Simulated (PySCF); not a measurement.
Method: B3LYP-D3(BJ)/def2-TZVP // PBE-D3(BJ)/def2-SVP run with PySCF. Isolated molecules, 0 K electronic values unless said otherwise. One relaxed conformer stands for a flexible species; it need not be the lowest. B3LYP has the VWN-RPA correlation part, as in Gaussian. 

Reference species: [Nb(NH2)5] (neutral, multiplicity 1).

```
Quantity               Value
-------------------  -------
HOMO–LUMO gap        5.03 eV
coordination number        5
```

Changed species: [Nb(OH)2(NH2)3] (3 of 5 OH replaced by NH2; the reference has 5 of 5 OH replaced by NH2).

**Question.** What does the change do to the HOMO–LUMO gap and coordination number?

**Answer.** the HOMO–LUMO gap falls by 0.31 eV, to 4.72 eV; the coordination number hardly moves.
